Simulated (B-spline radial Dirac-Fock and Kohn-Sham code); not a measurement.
Binding energies of Ru⁵⁺ at several levels of theory

System: the Ru⁵⁺ ion, 1s2 2s2 2p6 3s2 3p6 3d10 4s2 4p6 4d3.

The density-functional columns are spherical, spin-unpolarised Dirac-Kohn-Sham results without Breit or QED terms: −ε is minus the orbital energy of the initial state and ΔSCF the difference of two total energies. The reference in the last column comes from ΔSCF Dirac-Fock with Breit, self-energy and vacuum polarisation, finite nucleus, configuration average. All numbers are from a B-spline atomic structure program, in eV; a selection of levels is shown. The Kohn-Sham columns are given as differences from the reference. For the 1s level of heavy atoms much of the gap between ΔSCF and the reference is the Breit and QED part, -63.3 eV here; for other levels the error of the functional can be larger.

```
level  PBE −ε − DF  PBE ΔSCF − DF  LDA −ε − DF  LDA ΔSCF − DF  Dirac-Fock
    K       -206.4          +85.9       -235.4          +56.0     22203.1
   L1        -93.5          -40.4        -96.9          -43.5      3317.3
   L2        -70.7           -5.5        -71.8           -6.5      3055.0
   L3        -72.7          -10.3        -73.5          -11.1      2926.0
   M1        -47.6          -27.0        -48.7          -28.1       673.8
   M2        -38.3          -17.4        -38.7          -17.7       571.7
   M3        -38.0          -17.6        -38.4          -17.9       549.2
   M4        -22.2           -0.5        -21.8           -0.1       369.0
   M5        -22.4           -0.8        -22.0           -0.4       364.8
   N1        -16.0           -5.8        -16.0           -5.8       160.2
   N2        -10.1           -0.4        -10.0           -0.3       125.8
   N3        -10.1           -0.6        -10.0           -0.5       122.1
 N4,5         -7.0           +1.3         -6.8           +1.5       74.48
```

Values without a named source are computed, but for edge energies of neutral atoms, which are taken from tables.
